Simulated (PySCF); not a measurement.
HfO2, SMILES [O]=[Hf]=[O], multiplicity 1.

Coordinates come from a B3LYP-D3(BJ)/def2-TZVP optimisation. The multiplicity is an assumed one; other spin states were not compared. The isomer is the one that the SMILES or the coordinates give; other isomers of the formula were not compared. The def2 effective core potentials stand for the cores of Hf; spin–orbit coupling is left out.

Two levels are set side by side: PBE/def2-TZVPD (PySCF) and M06-2X/def2-TZVPD (PySCF). Same geometry, gas phase. Differences are taken from unrounded values.

| quantity | M06-2X |
|---|---|
| orbital gap (eV) | 5.25 |
| highest occupied level (eV) | -8.37 |
| lowest empty level (eV) | -3.12 |
| dipole moment (D) | 8.56 |
| mean polarisability (bohr³) | 42.6 |

Task: What does PBE give, and how far is it from M06-2X? (The exact figures need the calculation; the answer reports its results.)

Result: 
```
quantity                       PBE  PBE minus M06-2X
---------------------------  -----  ----------------
orbital gap (eV)              1.18             -4.07
highest occupied level (eV)  -5.39              2.99
lowest empty level (eV)      -4.21             -1.08
dipole moment (D)             7.43             -1.13
mean polarisability (bohr³)   48.8               6.3
```

PBE's occupied levels lie high since its potential decays too fast outside the molecule; exact exchange lowers them and widens the gap. Loosely held outer electrons make PBE densities more polarisable. Differences between two approximate levels are no errors against the true value.

Rough cost on one machine, each run with all the roots and properties that it gave: M06-2X against PBE about 3 times.
